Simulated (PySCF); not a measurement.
## Substituent chemical shifts

Parent skeleton `[CH3:1][C:2]([NH2:3])=[S:4]`; one hydrogen on atom 3 is replaced by X. Hydrogens on one atom are averaged.

Level of theory: shielding tensors at PBE0/pcSseg-1 (GIAO), geometry from GFN2-xTB, in PySCF 2.14.0 with density-fitted response routines (isolated molecule, single conformer, non-relativistic, averaged over atoms made equivalent by symmetry, fast rotation or ring inversion).

Scale: ¹³C (σref 186.93) and ¹H (σref 31.72) vs TMS; ¹⁵N (σref 267.73) against NH3; ³³S (σref 503.73) against CS2 (reference shieldings calculated alike).

Parent (X = H): C1 32.4, C2 210.5, N3 146.6, S4 376.1, H(C1) 2.51 ppm. Effects are Δδ = δ(X) − δ(H), positive for deshielding.

Problem. Order these by the shift of H(C1), most shielded first.
A. X = COCH3
B. X = tBu
C. X = cBu

Solution. C (-0.12 ppm), B (+0.07 ppm), A (+0.65 ppm).

Experimental scales use liquid or dissolved standards, which lie at an offset from isolated NH3 (liquid NH3: subtract about 20 ppm). Unscaled 15N shifts of sp2 nitrogen come out 20 to 40 ppm too high even then.
